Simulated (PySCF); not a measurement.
B3LYP has the VWN-RPA correlation part, as in Gaussian. Excitations are Tamm–Dancoff values on a coarser integration grid. The basis has no diffuse functions, so Rydberg states are missing or too high.

# C2H3ClSi, SMILES `C([SiH2]Cl)#C` (charge 0, multiplicity 1)

Level of theory: B3LYP-D3(BJ)/def2-TZVP (PySCF 2.14.0).

```json
{
  "HOMO": "-8.33 eV",
  "dipole_moment": "0.336 e·Å",
  "LUMO": "-1.03 eV",
  "HOMO–LUMO gap": "7.29 eV",
  "S1 excitation (TDA)": "5.80 eV",
  "S1 oscillator strength": "0.000",
  "T1 excitation (TDA)": "4.91 eV",
  "S1–T1 gap (TDA)": "0.89 eV",
  "total_energy": "-827.7975 Ha",
  "cost": "roughly 60 core-seconds"
}
```

```xyz
7

C      1.9302    -0.4825     0.0483
C      0.7709    -0.1529     0.0426
Si    -0.9717     0.3584     0.0436
Cl    -2.1041    -1.0355    -0.9696
H      2.9531    -0.7759     0.0517
H     -1.1111     1.6530    -0.6449
H     -1.4673     0.4355     1.4283
```
